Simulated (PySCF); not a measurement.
# What settings do to a single point of [Gd(O2)2]−

The sound run of [Gd(O2)2]− (singlet in the valence; each metal's 4f electrons, 7 of them, lie in its core potential, out of spins and levels) uses PySCF 2.14.0, RKS PBE0, Gd lcecp-1-SVP with ECP53, O def2-SVP; non-relativistic Hamiltonian with scalar-relativistic core potentials where named; density fitting; no spin-orbit coupling, grid (50, 194), threshold 1e-8 Eh and 55 cycles, at the relaxed geometry:

```xyz
5

Gd    0.0000    0.0000    0.0000
O     0.5255    0.5255    2.0138
O    -0.5255   -0.5255    2.0138
O     0.5255   -0.5255   -2.0138
O    -0.5255    0.5255   -2.0138
```

There Gd1 has a Mulliken charge of 0.84 e and the dipole about the centre of mass is 0.00 D. Each run below changes one thing and starts from free metal ions and neutral atoms unless it says otherwise; with 55 cycles, smearing, a level shift and second-order steps follow where DIIS fails, and their cycles count. Energy shifts count from the sound run. On f atoms grids over 110 angular points are at least (60, 302).

```
                                change    outcome  cycles  energy shift (eV)  largest force component (eV/Å)  charge on Gd1 (e)  dipole about the centre of mass (D)
O4 put 1.1 Å from Gd1, limit 91 cycles  converged      15              42.52                          167.72              -0.19                                 5.48
                       threshold 1e-05  converged       7             0.0000                            0.00               0.84                                 0.00
                all coordinates × 1.05  converged       9               0.42                            1.33               0.92                                 0.00
```

(1) How does the run with this change end: grid (15, 26)?

Unsound on purpose, so not properties of the compound: O4 put 1.1 Å from Gd1, limit 91 cycles; grid (15, 26).

Forces carry noise of the integration grid, about 0.01 to 0.03 eV/Å.

An lcecp potential fixes the number of 4f electrons, so in runs with it no electron can move into or out of that shell.

Results:

(1) outcome converged, cycles 9, energy shift (eV) 4.11, largest force component (eV/Å) 0.63, charge on Gd1 (e) 0.82, dipole about the centre of mass (D) 0.00.
